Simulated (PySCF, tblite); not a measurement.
Isomers of C4H4F2O. All values are computed: GFN2-xTB (tblite) harmonic vibrations without scaling, gas phase. This tight-binding method is rough: wavenumbers can miss measured ones by several per cent, in bad cases by 10 to 20. One conformer each.

Electronic energies: PBE0/pcSseg-1 single points on the GFN2-xTB geometries (PySCF, gas phase).

```
               SMILES  electronic energy, lowest = 0 (kcal/mol)
O=C(F)[C@@H]1C[C@H]1F                                       9.7
      C/C(=C/F)C(=O)F                                       6.0
      C/C=C(\F)C(=O)F                                       4.4
      C/C(F)=C/C(=O)F                                       0.0
```

Q: How do GFN2-xTB zero-point energies change the relative energies?

A: 
```tsv
SMILES	ZPE (kcal/mol)	of it from modes above 1550 cm⁻¹	electronic (kcal/mol)	with ZPE, lowest = 0 (kcal/mol)	lowest mode (cm⁻¹)	rings
C/C(F)=C/C(=O)F	45.3	22.5	0.0	0.0	60	0
C/C=C(\F)C(=O)F	45.2	22.4	4.4	4.4	71	0
C/C(=C/F)C(=O)F	45.5	22.4	6.0	6.1	43	0
O=C(F)[C@@H]1C[C@H]1F	46.2	20.3	9.7	10.5	63	1
```

The zero-point energies span 1.0 kcal/mol, from `C/C=C(\F)C(=O)F` to `O=C(F)[C@@H]1C[C@H]1F`. The order is unchanged.

Q: And how do the electronic energies of GFN2-xTB itself compare?

A: `C/C(F)=C/C(=O)F` 0.0; `C/C=C(\F)C(=O)F` 4.9; `C/C(=C/F)C(=O)F` 3.9; `O=C(F)[C@@H]1C[C@H]1F` 1.2 kcal/mol, lowest = 0. Against the energies above, taken from the same isomer `C/C(F)=C/C(=O)F`, the largest difference is 8.5 kcal/mol.

Q: What do entropy and thermal enthalpy add at 298.15 K and 1 bar (rigid rotor, harmonic oscillator, one conformer each)?

A: 
```
               SMILES  point group  symmetry number  S (cal/(mol K))  H − H(0) (kcal/mol)  ZPE + H − H(0) − TS (kcal/mol)
      C/C(F)=C/C(=O)F           Cs                1             85.7                 5.24                            25.0
      C/C=C(\F)C(=O)F           Cs                1             85.2                 5.24                            25.1
      C/C(=C/F)C(=O)F           Cs                1             85.2                 5.19                            25.3
O=C(F)[C@@H]1C[C@H]1F           C1                1             81.6                 4.70                            26.5
```
